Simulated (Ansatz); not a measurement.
One change: `CN(C)N[SiH3]` becomes `C[N](C)[Zn][Cl]`.

Ansatz, PBE0-D4/def2-TZVP geometries, multiplicity 1. Each molecule was computed in one conformer, which needn't be the lowest.

Scalar relativity is left out up to krypton.

```tsv
property	`CN(C)N[SiH3]`
LUMO energy (PBE/def2-TZVPP) / eV	-0.36
ideal-gas entropy at 298 K and 1 bar (rigid rotor, harmonic PBE0-D4/def2-TZVP) / J/(mol·K)	358
LUMO energy (ωB97M-V/def2-TZVPP) / eV	2.05
size of the dipole moment (ωB97M-V/def2-TZVPP) / D	0.59
LUMO energy (B3LYP/def2-TZVPP) / eV	0.24
HOMO energy (PBE0/def2-TZVPP) / eV	-6.41
```

(1) Give the same properties after the change, and the shifts. (Best estimate.)

## Answers

(1) The calculation gave: 
| property | `C[N](C)[Zn][Cl]` | shift |
| --- | --- | --- |
| LUMO energy (PBE/def2-TZVPP) / eV | -1.72 | -1.36 |
| ideal-gas entropy at 298 K and 1 bar (rigid rotor, harmonic PBE0-D4/def2-TZVP) / J/(mol·K) | 367 | 9 |
| LUMO energy (ωB97M-V/def2-TZVPP) / eV | 0.83 | -1.22 |
| size of the dipole moment (ωB97M-V/def2-TZVPP) / D | 2.01 | 1.42 |
| LUMO energy (B3LYP/def2-TZVPP) / eV | -1.14 | -1.38 |
| HOMO energy (PBE0/def2-TZVPP) / eV | -6.06 | 0.35 |

With PBE0 the HOMO rises by 0.35 eV and the LUMO falls by 1.31 eV, so the gap narrows by about 1.66 eV. PBE moves the HOMO by 0.19 eV and ωB97M-V by 0.39 eV. The zero-point energy changes by -108.3 kJ/mol with -12 modes. Dipoles are sizes alone; their direction can turn. Modes under 60 cm⁻¹, often nearly free rotors, make the harmonic entropy too high.

B3LYP here is the variant with VWN-RPA as its local correlation; programs differ in this.
